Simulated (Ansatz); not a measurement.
```yaml
crystal:
  periodic: [false, false, false]
  atoms:
    - {symbol: C, position_ang: [-4.678087, 0.723933, -0.128274]}
    - {symbol: C, position_ang: [-3.708090, 0.784058, 1.045978]}
    - {symbol: C, position_ang: [-2.434960, -0.013453, 0.828845]}
    - {symbol: F, position_ang: [-1.718920, -0.019696, 2.033093]}
    - {symbol: C, position_ang: [-1.511375, 0.534159, -0.243462]}
    - {symbol: C, position_ang: [-0.258335, -0.304446, -0.399396]}
    - {symbol: F, position_ang: [-0.643641, -1.584433, -0.832055]}
    - {symbol: C, position_ang: [0.742297, 0.255622, -1.388779]}
    - {symbol: C, position_ang: [1.902621, -0.689083, -1.669669]}
    - {symbol: F, position_ang: [2.722561, -0.075852, -2.610017]}
    - {symbol: C, position_ang: [2.737663, -1.084807, -0.457300]}
    - {symbol: C, position_ang: [3.116703, 0.047637, 0.484442]}
    - {symbol: C, position_ang: [4.133550, -0.357196, 1.528283]}
    - {symbol: F, position_ang: [3.642449, 1.102148, -0.262928]}
    - {symbol: H, position_ang: [-4.264554, 1.197203, -1.032817]}
    - {symbol: H, position_ang: [-5.617392, 1.243927, 0.111730]}
    - {symbol: H, position_ang: [-4.931367, -0.318418, -0.383384]}
    - {symbol: H, position_ang: [-4.186871, 0.382010, 1.954848]}
    - {symbol: H, position_ang: [-3.431624, 1.828871, 1.274872]}
    - {symbol: H, position_ang: [-2.677164, -1.067622, 0.596680]}
    - {symbol: H, position_ang: [-1.226041, 1.567705, 0.021193]}
    - {symbol: H, position_ang: [-2.036234, 0.569354, -1.212937]}
    - {symbol: H, position_ang: [0.201444, -0.441989, 0.595556]}
    - {symbol: H, position_ang: [1.144194, 1.211004, -1.012452]}
    - {symbol: H, position_ang: [0.237723, 0.471799, -2.346108]}
    - {symbol: H, position_ang: [1.510418, -1.610203, -2.135988]}
    - {symbol: H, position_ang: [2.189732, -1.851566, 0.117997]}
    - {symbol: H, position_ang: [3.654244, -1.567306, -0.838792]}
    - {symbol: H, position_ang: [2.211581, 0.443661, 0.984749]}
    - {symbol: H, position_ang: [5.053112, -0.719040, 1.042692]}
    - {symbol: H, position_ang: [4.389438, 0.501780, 2.165685]}
    - {symbol: H, position_ang: [3.734913, -1.159789, 2.167724]}
basis:
  gaussian: {orbitals: def2-TZVP}
magnetization: {spin_polarized: true, initial_magnetization: 2}
hamiltonian: {xc: pbe0, dispersion: d4}
scf: {omitted_lower_state_checks: [starts]}
output: {orbitals: {seedname: orbitals}}
```

```sh
$ ansatz run in.yaml --threads 4 --pin off --events-out ev --progress --plain --max-ram 6963MiB
```

Q: Does this run fit into the memory that it is given?

A: No. It has 542 basis functions, and Ansatz plans for 9 GiB where 7 GiB are given.
